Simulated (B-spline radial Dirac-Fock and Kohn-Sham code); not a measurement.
Z = 73 (tantalum), transition energy 433 keV. Model: a Dirac-Hartree-Slater potential of the neutral atom with a Latter tail (no hole, which puts coefficients of high multipoles low close above an edge), finite nucleus with surface currents. Program: a radial finite-basis atomic code. Subshells that would emit electrons below 1 keV are left out.

Problem. A pure transition shows α(K) = 0.202, L1/L2 = 8.02 and L1/L3 = 24.1. What is its multipolarity?
A. M4
B. E2
C. M3
D. M1
E. E4
F. E1
G. M2
H. E3

Solution. G. For comparison, α(K), L1/L2, L1/L3 are E1 0.00791, 9.27, 10.4; E2 0.0219, 1.49, 3.02; E3 0.0574, 0.527, 1.49; E4 0.148, 0.297, 0.979; M1 0.0636, 12.1, 108; M3 0.532, 5.53, 6.21; M4 1.38, 4.14, 2.69.

Values without a named source are computed, but for edge energies of neutral atoms, which are taken from tables.
